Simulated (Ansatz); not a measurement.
`CNB(O)F` → `OBF` + `C=N` at 700 K and 1 bar (β-hydride elimination).

Isolated molecules relaxed with PBE0-D4/def2-TZVP in Ansatz; ΔE leaves out vibrations. CCSD(T)/CBS adds triple-zeta CCSD(T) − MP2 to the extrapolated MP2 energy (def2 sets, frozen cores). This one scheme is used for every species. One conformer a species, not always the lowest.

```
  species  CCSD(T)/CBS energy (Eh)  H − E (kJ/mol)  S (J/(mol·K))
`CNB(O)F`               -295.68142           271.6          421.1
    `OBF`               -201.07426           116.8          306.1
    `C=N`                -94.52360           135.6          268.6
```

H − E and S are ideal-gas, rigid-rotor, harmonic terms from PBE0-D4/def2-TZVP, for one conformer and one mirror image of each species. 1 Eh = 2625.50 kJ/mol, R = 8.31446 J/(mol·K).

Question: By hand: ΔE, ΔH, ΔS and ΔG.

Answer: ΔE = (-201.07426) + (-94.52360) − (-295.68142) = 0.08356 Eh = 219.4 kJ/mol. Δ(H − E) = 116.8 + 135.6 − 271.6 = -19.2, so ΔH = 200.2 kJ/mol. ΔS = 306.1 + 268.6 − 421.1 = 153.6 J/(mol·K). ΔG = 200.2 − 700 × (153.6)/1000 = 92.7 kJ/mol.

Question: By hand: the equilibrium constant, and the temperature at which ΔG would vanish if ΔH and ΔS stayed fixed.

Answer: log₁₀ K = −ΔG/(RT ln 10) = -6.9. ΔG = 0 at ΔH/ΔS = 1303 K.

The number of gas molecules changes by +1, which sets the sign of ΔS. A doubt of 5 kJ/mol in ΔE shifts log₁₀ K by 0.4 here. Other conformers and mirror images would add mixing entropy, several J/(mol·K) or more a flexible species. These are equilibria of isolated gas molecules and say nothing of rates. Largest T1 diagnostic: 0.013 (customary marks: 0.02 for closed shells, 0.045 for open ones).
